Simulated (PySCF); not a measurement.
## Trend along the third period: MRb cations

MP2 with double-zeta basis sets in PySCF, for the lowest determinant that a PBE0 search found; no spin–orbit coupling. De refers to high-spin ground-configuration atoms (the charge goes to the atom of lower measured ionisation energy or higher electron affinity, which is not always the lowest computed limit).

```csv
M,basis,"reference, frozen orbitals",charged atom,state (unpaired electrons),Re (Å),ωe (cm⁻¹),De (eV)
Na,def2-SVPD,"UHF, 1",Rb+,doublet (σ ↑),4.382,70.0,0.46
Mg,def2-SVP,"RHF, 1",Rb+,singlet (closed shell),4.042,80.4,0.26
Al,def2-SVP,"UHF, 5",Rb+,doublet (σ ↑),4.143,74.9,0.42
Si,def2-SVPD,"UHF, 5",Rb+,"triplet (σ ↑, π ↑)",3.907,77.1,0.27
P,def2-SVP,"UHF, 5",Rb+,"quartet (σ ↑, π ↑↑)",3.792,62.7,0.13
S,def2-SVPD,"UHF, 5",Rb+,triplet (π ↑↑),3.581,90.7,0.30
Cl,def2-SVP,"UHF, 5",Rb+,doublet (π ↑),3.427,92.1,0.25
```

The shortest bond is that of RbCl⁺ (3.427 Å), the longest that of RbNa⁺ (4.382 Å).

The rows differ in basis set, which adds steps of its own.

The state changes along the series, so neighbouring rows are not always alike in their bonding.

Correlated steps freeze the inner cores (1 to 5 orbitals); shallow outer-core shells are correlated. Weak bonds: RbAl⁺, RbCl⁺, RbMg⁺, RbNa⁺, RbP⁺, RbSi⁺, RbS⁺. Basis-set superposition, not corrected here, can be much of De in a small basis, most of all at correlated wavefunction levels. Spin–orbit coupling is left out. For an ion De counts to the pair picked by the measured ionisation energies or electron affinities, which need not be the lowest pair at this level. States were picked by a PBE0 search and need not be the measured ground states.
